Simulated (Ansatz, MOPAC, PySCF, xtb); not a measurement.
Lewis adduct: BH3 (SMILES B) (first 4 atoms) with PH3 (SMILES P); geometry from B3LYP-D3(BJ)/def2-TZVP, rigid monomers moved along the line of their centres of mass till B1···P5 is 2.70 Å.
(charge 0, multiplicity 1):
```xyz
8

B     -0.0303    -0.0774     0.6721
H      1.0967    -0.4211     0.4177
H     -0.8416    -0.9688     0.6552
H     -0.3837     0.9320     0.1159
P      0.0883     0.6329     3.2760
H     -1.0918     1.0907     3.8891
H      0.4792    -0.3443     4.2088
H      0.9643     1.6723     3.6366
```

```tsv
level	interaction energy (kcal/mol)	minus CCSD(T)/CBS(aug-cc-pV(D+d)Z, aug-cc-pV(T+d)Z)	cost
PM3	-22.32	-6.04	-
PM6	-11.32	4.95	-
GFN2-xTB	-8.34	7.94	-
HF/STO-3G (no counterpoise)	-21.43	-5.15	-
HF/6-31G*	-11.15	5.13	-
HF/aug-cc-pV(T+d)Z	-11.61	4.67	-
PBE/def2-TZVPPD	-19.53	-3.25	×1
PBE-D3(BJ)/def2-TZVPPD	-20.64	-4.36	×1
r2SCAN-D4/def2-TZVPPD	-19.35	-3.07	×2
B3LYP/6-31G*	-15.71	0.57	-
B3LYP/def2-TZVPPD	-15.94	0.33	×2
B3LYP-D3(BJ)/def2-TZVPPD	-17.90	-1.62	×2
B3LYP-D4/def2-TZVPPD	-17.75	-1.47	×2
PBE0-D4/def2-TZVPPD	-19.45	-3.17	×2
MP2/6-31G*	-14.07	2.20	-
MP2/6-31G* (no counterpoise)	-16.31	-0.04	-
MP2/aug-cc-pV(D+d)Z	-15.70	0.57	-
CCSD/aug-cc-pV(D+d)Z	-14.20	2.08	-
CCSD(T)/aug-cc-pV(T+d)Z	-15.95	0.33	×50*
CCSD(T)/CBS(aug-cc-pV(D+d)Z, aug-cc-pV(T+d)Z)	-16.27	0.00	×50*
```

 The comparison column counts from a level with limits of its own.

The rows run from -22.32 (PM3) to -8.34 kcal/mol (GFN2-xTB). The dispersion term adds -1.11 in PBE-D3(BJ), -1.96 in B3LYP-D3(BJ), -1.80 in B3LYP-D4.

Counterpoise-corrected where a basis set is named; no monomer relaxation. Rows marked so take none.

Correlated levels freeze the cores. CBS(a, b) extrapolates the correlation energy as X⁻³ and adds the Hartree–Fock energy of set b. Rows in 6-31G*, STO-3G carry no dispersion term and start afresh at each structure (6-31G* with six Cartesian d functions). MP2/6-31G* freezes PySCF's default core. The state that PM3, PM6 reach isn't checked.

Codes used: Ansatz (Gaussian orbitals); MOPAC for PM3, PM6 (differences of heats of formation); PySCF for 6-31G* rows, STO-3G rows, the dispersion terms; xtb for the GFN methods. Values without a source in brackets are computed.

Costs are rough ratios of core time to PBE/def2-TZVPPD (about 4 s over the structures, on one shared machine); a dash marks a level with no comparable run of its own. A star marks coupled-cluster runs past 200 virtual orbitals, where the program's memory plan changes under this machine's limit, so their costs aren't comparable with smaller runs.

Ansatz is a first-principles code.
